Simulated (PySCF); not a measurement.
## As: ionisation energy

As [Ar] 3d10 4s2 4p3 (4S) → As⁺ [Ar] 3d10 4s2 4p2 (3P), as a difference of total energies. All numbers are calculated (PySCF 2.14, a scalar-relativistic core potential, in cc-pVDZ-PP with ECP10MDF). Correlated levels: valence: 3s2 3p6 3d10 frozen. The calculations carry no spin-orbit coupling.

| method | ionisation energy (eV) |
| --- | --- |
| UHF | 9.431 |
| B3LYP | 9.781 |
| PBE0 | 9.908 |
| MP2 (valence) | 9.768 |
| SCS-MP2 (valence) | 9.649 |
| CCSD (valence) | 9.719 |
| CCSD(T) (valence) | 9.722 |

Q: How much does correlation contribute at CCSD(T) (valence)?

A: 9.722 − (9.431) = 0.291 eV, measured against UHF.

Errors of the correlated levels include the incompleteness of this basis and the frozen core.

For comparison: 10.008 eV (measured; NIST levels, between the centres of gravity of the two terms).
